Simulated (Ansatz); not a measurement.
Job for Ansatz (a first-principles code): R-PBE0/def2-TZVPPD on H7NO2Si (a complex). Files ending in .json are basis or fitting sets from the Basis Set Exchange.

Ansatz 0.2 input:
```yaml
crystal:
  periodic: [false, false, false]
  atoms:
    - {symbol: O, position_ang: [-0.04742771, 1.04059696, 1.31714254]}
    - {symbol: Si, position_ang: [-0.63688943, 0.35662861, -0.03988783]}
    - {symbol: O, position_ang: [0.39431490, 0.50732271, -1.31815438]}
    - {symbol: H, position_ang: [0.11139915, 0.46930399, 2.10347644]}
    - {symbol: H, position_ang: [-1.86126226, 1.04050751, -0.49612203]}
    - {symbol: H, position_ang: [-0.91253385, -1.08148378, 0.23563361]}
    - {symbol: H, position_ang: [1.31175691, 0.25786759, -1.18255999]}
    - {symbol: N, position_ang: [0.32518778, -0.61127628, 3.56927136]}
    - {symbol: H, position_ang: [-0.00626408, -1.54984154, 3.37537292]}
    - {symbol: H, position_ang: [1.28532462, -0.68192429, 3.88685659]}
    - {symbol: H, position_ang: [-0.22638227, -0.24281294, 4.33617965]}
basis:
  gaussian:
    orbitals: def2-TZVPPD.json
hamiltonian:
  xc: {name: PBE0}
scf: {lower_state_search: off}
```

The log:

```
WARN ansatz: RAYON_NUM_THREADS=1 ignored (pool sized by the plan → 1); use --threads N
Functional definition: PBE0
these checks for a lower state are left out or cut short: stability, starts, cluster_reference, orbital_swaps, neighbouring_geometries, increment
integrals: 0.22 GiB planned
1282 factors; their error is unknown
mean field: 1.77 GiB planned
mean field evaluation 1: about -13559.8829 eV, gradient 8.7e1 eV
mean field evaluation 2: about -13541.0902 eV, gradient 1.3e2 eV
mean field evaluation 4: about -13571.9981 eV, gradient 7.2e0 eV
mean field evaluation 8: about -13572.0880 eV, gradient 1.3e-1 eV
mean field evaluation 16: about -13572.1179 eV, gradient 2.8e-5 eV
mean field -13572.11789948 eV, -498.7661332940 hartree, gradient 3.9e-6 eV, S^2 0.000000; 0 other end points of the search recorded, 0 dependent functions left out
reference -13572.11794370 eV, -498.7661349190 hartree; 22, 22 occupied and 262, 262 virtual orbitals, 1282 factors
Total energy: -13572.11794370 eV, -498.7661349190 hartree
Checks for a lower state left out: stability, starts, cluster_reference, orbital_swaps, neighbouring_geometries, increment
```

The calculation finished and met its thresholds.

Cost: around 5 core-seconds (rough).
